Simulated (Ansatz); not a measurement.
Reaction (ligand exchange at the Si–F bond): `F[SiH](Cl)Cl` + HI → `Cl[SiH](Cl)I` + H–F

Calculated with Ansatz (gas phase, PBE0-D4/def2-TZVP geometries, no zero-point term in ΔE). CCSD(T)/CBS adds triple-zeta CCSD(T) − MP2 to the extrapolated MP2 energy (def2 sets, frozen cores). This one scheme is used for every species. DFT in def2-TZVPP. Elements past krypton have def2 core potentials. For I outer-core shells are correlated without core-valence functions, which leaves a few kJ/mol of doubt a bond.

| level | ΔE (kJ/mol) |
| --- | --- |
| r2SCAN-D4 | 68.2 |
| r2SCAN0-D4 | 65.3 |
| B2PLYP | 73.1 |
| BLYP | 78.8 |

Task: What does CCSD(T)/CBS give? (An estimate is asked.)

Result: The calculation gave: +58.6 kJ/mol. The listed levels differ from it by 9.6, 6.7, 14.5, 20.2 kJ/mol.

Largest T1 diagnostic among the species: 0.010.

Leaving LDA and LC-ωPBE aside and taking each functional with its dispersion term where it has one, the values, not all of them listed here, spread over 29.0 kJ/mol, from revPBE-D4 to B97M-V. The D4 term adds −10.7 kJ/mol with B3LYP and −5.7 kJ/mol with PBE0; it sums over pairs of atoms, weighted by their polarisabilities, and B3LYP, whose exchange is more repulsive, gets the larger term. At CCSD(T), def2-SVP lies +14.6 kJ/mol from the extrapolated value and def2-TZVPP +11.5 kJ/mol.

B3LYP here is the variant with VWN-RPA as its local correlation; programs differ in this.
